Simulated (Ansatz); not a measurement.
Species: C5H9O (charge -1, singlet). It need not be the lowest isomer of its formula. Whether it binds its extra electron was not tested at this geometry. 
Geometry from a B3LYP-D3(BJ)/def2-TZVP (Ansatz, an electronic-structure program) optimisation:
SMILES: CCC[CH-]C=O
```xyz
15

C     -2.6327    -0.2914    -0.2218
C     -1.1538    -0.4222    -0.5859
C     -0.3205     0.8213    -0.2280
C      1.1469     0.6890    -0.5104
C      1.9700    -0.0561     0.3053
O      1.6699    -0.6965     1.3582
H     -2.7517    -0.1185     0.8521
H     -3.2052    -1.1889    -0.4790
H     -3.0943     0.5566    -0.7403
H     -0.7097    -1.2705    -0.0600
H     -1.0497    -0.6241    -1.6581
H     -0.4713     1.0044     0.8461
H     -0.7449     1.6882    -0.7563
H      1.5667     1.1577    -1.3952
H      3.0415    -0.0762    -0.0301
```
Charge -1, spin multiplicity 1.

Basis-set convergence of Hartree-Fock and MP2 correlation energies (hartree) with Ansatz. Valence correlation only, unless marked. Spin-orbit coupling is left out. No relativistic terms. This anion needs diffuse functions, which these sets lack.

| basis | functions | E(HF) | E(corr, MP2) |
|---|---|---|---|
| cc-pVDZ | 129 | -269.41909 | -0.89662 |
| cc-pVTZ | 306 | -269.50211 | -1.10818 |
| cc-pVQZ | 600 | … | … |

### Question
What belongs in the gaps?

### Answer

- cc-pVQZ, E(HF): -269.52365
- cc-pVQZ, E(corr, MP2): -1.18247
